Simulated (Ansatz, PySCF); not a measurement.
GeO₂, SMILES [O]=[Ge]=[O].

Geometry: TPSSh-D3(BJ)/def2-TZVP.

Vertical ionisation energy (IE) and electron affinity (EA) in eV. Rows of orbital energies are one-electron estimates. Where ΔSCF, EOM or ADC give a negative EA the extra electron is unbound and the value depends on the basis.

```json
[
 {"level": "−ε(HOMO), −ε(LUMO), B3LYP/def2-TZVPD (PySCF)", "IE": "9.19", "EA": "3.61"},
 {"level": "−ε(HOMO), −ε(LUMO), PBE/def2-TZVPD (PySCF)", "IE": "…", "EA": "…"},
 {"level": "ADC(2)/aug-cc-pVDZ (PySCF)", "IE": "9.99", "EA": "0.96"},
 {"level": "ΔSCF, CAM-B3LYP/def2-TZVPD (Ansatz), final states of multiplicity 2 and 2", "IE": "12.03", "EA": "1.38"},
 {"level": "ΔSCF, PBE/def2-TZVPD (Ansatz), final states of multiplicity 2 and 2", "IE": "11.61", "EA": "1.22"}
]
```

Task: Complete the blanks. (The exact figures need the calculation; the answer reports its results.)

Result: 
- −ε(HOMO), −ε(LUMO), PBE/def2-TZVPD (PySCF), IE: 7.91
- −ε(HOMO), −ε(LUMO), PBE/def2-TZVPD (PySCF), EA: 4.20

Task: What vertical singlet–triplet gap does ΔSCF give with CAM-B3LYP/def2-TZVPD (Ansatz, a quantum-chemistry and plane-wave program) and with PBE/def2-TZVPD (Ansatz)? (Estimate from the structure and the level; the computed values follow.)

Result: 3.53 and 3.39 eV (triplet above singlet where positive).

Task: Beyond the first one, list the lowest photoelectron lines from ADC(2)/aug-cc-pVDZ (PySCF) with their pole strengths (two spins summed). (An estimate is asked for; the answer gives what the named calculation found.)

Result: 11.32 eV (1.64), 11.32 eV (1.64), 12.02 eV (1.64), 14.75 eV (1.64).
